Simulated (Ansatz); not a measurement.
A nudged elastic band was laid between two geometries of CH₅CuO (8 atoms, charge 0, multiplicity 1).

Level of theory: RKS PBE0/def2-TZVP in Ansatz.

```json
{
 "movable images": "5",
 "climbing image": "yes",
 "spring": "5.0 eV/Å²",
 "optimiser": "quadratic models (default)",
 "start path": "straight line",
 "force threshold": "0.05 eV/Å",
 "iteration limit": "60",
 "end points": "relaxed"
}
```

Image 0:

```xyz
8
Properties=species:S:1:pos:R:3
C -0.764 1.371 -0.495
Cu 0.205 -0.178 -0.001
O 1.241 -1.813 0.512
H -1.322 1.778 0.355
H -1.478 1.143 -1.293
H -0.084 2.147 -0.859
H 1.451 -1.826 1.452
H 0.752 -2.622 0.327
```

Image 6:

```xyz
8
Properties=species:S:1:pos:R:3
C -0.705 1.386 -0.541
Cu 0.006 -0.226 0.152
O 0.751 -1.933 0.891
H -1.267 1.921 0.231
H -1.384 1.181 -1.374
H 0.091 2.044 -0.903
H 1.588 -1.792 1.346
H 0.919 -2.581 0.198
```

Task: Which bonds break or form, and what moves?

Result: No bond is made or broken. The height of O3 over the plane of its neighbours goes from 0.37 to -0.37 Å. The two ends are copies of one structure, up to a mirror image or an exchange of like atoms. The height can change sign by an inversion or by a turn that exchanges like atoms.

Task: What energy profile does the band end with?

Result: It converged. The highest image is number 3 of 0 to 6, 0.9 kcal/mol above the ends, which have the same energy within 2 meV. Another band between the same ends (5 images) ends at a top of the same energy, where a vibrational analysis finds 1 clearly imaginary mode.

```tsv
image	path coordinate (Å)	energy (kcal/mol)	height of O3 over the plane of its neighbours (Å)
0	0.00	0.0	0.37
1	0.15	0.2	0.30
2	0.30	0.6	0.17
3	0.46	0.9	0.00
4	0.61	0.6	-0.17
5	0.76	0.2	-0.30
6	0.92	0.0	-0.37
```

Task: What is the geometry of the highest image?

Result: 
```xyz
8
Properties=species:S:1:pos:R:3
C -0.752 1.413 -0.531
Cu 0.092 -0.174 0.065
O 0.981 -1.841 0.692
H -1.315 1.884 0.282
H -1.450 1.197 -1.346
H -0.015 2.134 -0.897
H 1.576 -1.904 1.443
H 0.883 -2.708 0.292
```

Run time: 99 s on 2 threads of Intel(R) Xeon(R) Platinum 8259CL CPU @ 2.50GHz (Skylake/Cascade Lake) (shared host), peak memory 0.35 GiB.
